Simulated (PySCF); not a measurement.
**What the settings do**

Molecule: `C1=CC(F)=CC=[N+]1[O-]`, C₅H₄FNO; geometry GFN2-xTB.

Molfile (atoms numbered from 1):
```
C5H4FNO
     RDKit          3D

 12 12  0  0  0  0  0  0  0  0999 V2000
    2.6244    0.1021   -0.0202 O   0  0  0  0  0  0  0  0  0  0  0  0
    1.3743    0.0532   -0.0113 N   0  0  0  0  0  0  0  0  0  0  0  0
    0.6356    1.1908    0.0016 C   0  0  0  0  0  0  0  0  0  0  0  0
   -0.7379    1.1712    0.0106 C   0  0  0  0  0  0  0  0  0  0  0  0
   -1.3867   -0.0540    0.0059 C   0  0  0  0  0  0  0  0  0  0  0  0
   -2.7282   -0.1056    0.0139 F   0  0  0  0  0  0  0  0  0  0  0  0
   -0.6450   -1.2252   -0.0062 C   0  0  0  0  0  0  0  0  0  0  0  0
    0.7260   -1.1383   -0.0138 C   0  0  0  0  0  0  0  0  0  0  0  0
    1.2061    2.1063    0.0035 H   0  0  0  0  0  0  0  0  0  0  0  0
   -1.2994    2.0910    0.0207 H   0  0  0  0  0  0  0  0  0  0  0  0
   -1.1340   -2.1856   -0.0086 H   0  0  0  0  0  0  0  0  0  0  0  0
    1.3660   -2.0067   -0.0222 H   0  0  0  0  0  0  0  0  0  0  0  0
  1  2  1  0
  2  3  2  0
  3  4  1  0
  4  5  2  0
  5  6  1  0
  5  7  1  0
  7  8  2  0
  8  2  1  0
  3  9  1  0
  4 10  1  0
  7 11  1  0
  8 12  1  0
M  CHG  2   1  -1   2   1
M  END
```

All runs: PySCF, non-relativistic, gas phase unless a solvent (IEF-PCM) is named; grid level 2, GIAOs and SCF threshold 1e-9 unless changed. The yardstick, PBE0/pcSseg-1, gives these isotropic shieldings σ (ppm, equivalent atoms averaged): O1 -121.9, N2 -63.6, C5 22.2, C3/C8 41.6, C4/C7 66.1, F6 294.3, H10/H11 24.60.

(1) What do these inputs give? (1) solvent chloroform; HSE06/6-31G; (2) LDA/aug-pcSseg-1; (3) PBE0/6-31G*; max_cycle 1; aux cc-pvdz-ri

(2) Comment on the technical settings and failures.

## Answers

(1) 
| run | outcome | functions | wall time | O1 | N2 | C5 | C3/C8 | C4/C7 | F6 | H10/H11 |
| --- | --- | --- | --- | --- | --- | --- | --- | --- | --- | --- |
| 1 | converged | 80 | 28 s | -69.4 | -21.0 | 46.2 | 62.4 | 85.8 | 302.9 | 25.60 |
| 2 | converged | 244 | 110 s | -129.5 | -61.5 | 12.6 | 34.7 | 58.8 | 276.5 | 24.17 |
| 3 | not converged | 120 | 5.1 s | – | – | – | – | – | – | – |

Times are on shared hosts with different chips, so compare them loosely.

(2) 
- Run 3: The SCF stopped after 1 cycles without meeting its threshold and the cycle limit at 1, so no response property followed.

Run 3 was set up unsoundly or failed; its numbers aren't to be quoted as properties of the molecule.
